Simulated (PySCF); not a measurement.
The scaffold BH2-X carries different groups X. Isolated molecules, 0 K electronic values unless said otherwise. One relaxed conformer stands for each flexible species; it need not be the lowest. Strings in code marks are SMILES.

Computed with PBE-D3(BJ)/def2-TZVP // M06-2X/def2-TZVP run with PySCF. All candidates: neutral, multiplicity 1. Delta-SCF ions had no search for a lower state. Excitations are Tamm–Dancoff values on a coarser integration grid. The basis has no diffuse functions, so Rydberg states are missing or too high.

The S1 excitation (TDA) is 4.24 eV and the vertical ionisation energy (Delta-SCF) is 11.66 eV. The HOMO–LUMO gap is 3.87 eV.

Name which member has these values.
(A) `B[Si](F)(F)F`
(B) `[BH2][AlH2]`
(C) `BO`
(D) `BS`

A, `B[Si](F)(F)F`. The others give `BO`: 6.15 eV, 11.45 eV, 5.94 eV; `[BH2][AlH2]`: 3.41 eV, 9.61 eV, 2.99 eV; `BS`: 5.84 eV, 11.02 eV, 5.06 eV
